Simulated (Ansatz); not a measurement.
Program: Ansatz. Geometries: PBE0-D4/def2-TZVP. ΔE: electronic, gas phase. CCSD(T)/CBS adds triple-zeta CCSD(T) − MP2 to the extrapolated MP2 energy (def2 sets, frozen cores). This one scheme is used for every species. DFT in def2-TZVPP. One conformer a species, not always the lowest.

Consider the ligand exchange at the Si–C bond: `C[Si@H](F)[C@@H](F)Cl` + `N[SiH](O)O` → `C[SiH](F)N[SiH](O)O` + `FCCl`.

`C[Si@H](F)[C@@H](F)Cl`:

```xyz
11

C     0.903    1.287   -0.074
Si    0.583   -0.529   -0.055
F     0.971   -1.200   -1.453
C    -1.270   -0.884    0.213
F    -1.637   -0.416    1.452
Cl   -2.237   -0.066   -1.035
H     0.346    1.771   -0.879
H     1.967    1.491   -0.211
H     0.589    1.729    0.875
H     1.330   -1.243    1.009
H    -1.543   -1.940    0.159
```

`N[SiH](O)O`:

```xyz
9

N    -0.944    0.241   -0.796
Si    0.475   -0.317   -0.012
O    -0.004   -1.167    1.305
O     1.413    0.995    0.279
H    -0.867    0.894   -1.560
H    -1.713   -0.393   -0.946
H     1.359   -1.244   -0.744
H    -0.696   -0.782    1.845
H     0.977    1.774    0.628
```

`C[SiH](F)N[SiH](O)O`:

Z-matrix (Å, degrees):
```
C
Si 1 1.850
H 1 1.093 2 111.2
H 1 1.092 2 110.5 3 119.9
H 1 1.093 2 110.7 3 -120.6
F 2 1.616 1 108.9 3 -62.6
N 2 1.712 1 110.9 3 56.2
H 2 1.480 1 112.9 3 -177.6
Si 7 1.727 2 126.4 1 -177.4
H 7 1.010 2 116.8 1 -1.5
O 9 1.636 7 106.3 2 14.5
O 9 1.638 7 109.5 2 140.3
H 9 1.472 7 115.0 2 -103.1
H 11 0.960 9 118.5 7 38.8
H 12 0.958 9 118.2 7 -56.9
```

`FCCl`:

```xyz
5

F    -0.814    0.599   -0.907
C     0.057   -0.061   -0.106
Cl   -0.212    0.368    1.586
H     1.074    0.229   -0.366
H    -0.105   -1.134   -0.207
```

```
         level  ΔE (kcal/mol)
        PBE-D4          -20.9
       PBE0-D4          -22.4
           PBE          -20.5
CCSD/CBS(def2)          -23.4
```

Q: What does CCSD(T)/CBS give? (An estimate is asked.)

A: The calculation gave: -23.1 kcal/mol. The listed levels differ from it by 2.2, 0.7, 2.6, -0.3 kcal/mol.

Largest T1 diagnostic among the species: 0.011.

From PBE to PBE0 (25 % exact exchange), in def2-TZVPP and without D4, ΔE moves by −1.6 kcal/mol. In def2-TZVPP, CCSD(T) changes the Hartree–Fock value by +2.2 kcal/mol (the triples alone add +0.3 kcal/mol) and MP2 by +1.8 kcal/mol.
